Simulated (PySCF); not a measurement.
Ga(H)(F)(Me) (CH4FGa), SMILES [CH3][GaH][F]. Geometry: B3LYP-D3(BJ)/def2-TZVP.

Computed equilibrium geometry at B3LYP-D3(BJ)/def2-TZVP (PySCF confirms it by a frequency run) as Cartesian coordinates in Å:
```xyz
7

Ga    -0.1746    -0.2933     0.0725
H     -0.8757    -1.6346     0.4537
F      1.4388    -0.1443     0.8047
C     -0.7039     1.2392    -1.0335
H     -1.6131     1.6947    -0.6370
H     -0.9145     0.9145    -2.0540
H      0.0914     1.9823    -1.0500
```
Charge 0, spin multiplicity 1.
